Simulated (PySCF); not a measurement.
# Cadmium: a sound run and one with changed settings

Sound run: Cd [Kr] 4d10 5s2, Cd⁺ [Kr] 4d10 5s1. All numbers are calculated (PySCF 2.14, the spin-free X2C one-electron Hamiltonian (Gaussian nucleus), in x2c-TZVPall). The sound run starts from symmetry-adapted Hartree-Fock orbitals and uses a fine grid where one is needed.

Changed run: radial step 0.8 in ln r (0.13 in the sound run). This setting is unsound on purpose.

```json
{"species": "Cd", "method": "UHF", "sound run (hartree)": "-5591.31331", "changed run (hartree)": "-5591.31331", "converged": "yes"}
{"species": "Cd", "method": "PBE0", "sound run (hartree)": "-5593.61781", "changed run (hartree)": "-5593.28574", "converged": "yes"}
{"species": "Cd", "method": "TPSS", "sound run (hartree)": "-5593.72428", "changed run (hartree)": "-5593.47170", "converged": "yes"}
{"species": "Cd⁺", "method": "UHF", "sound run (hartree)": "-5591.04389", "changed run (hartree)": "-5591.04389", "converged": "yes"}
{"species": "Cd⁺", "method": "PBE0", "sound run (hartree)": "-5593.29571", "changed run (hartree)": "-5592.96773", "converged": "yes"}
{"species": "Cd⁺", "method": "TPSS", "sound run (hartree)": "-5593.40022", "changed run (hartree)": "-5593.15742", "converged": "yes"}
```

Ionisation energy of Cd:

```json
{"method": "UHF", "sound run (eV)": "7.331", "changed run (eV)": "7.331"}
{"method": "PBE0", "sound run (eV)": "8.765", "changed run (eV)": "8.653"}
{"method": "TPSS", "sound run (eV)": "8.818", "changed run (eV)": "8.552"}
```

A coarse radial grid mis-integrates the density and the exchange-correlation energy, with errors of either sign; Hartree-Fock needs no grid.

For comparison, NIST gives 8.994 eV between the lowest levels.
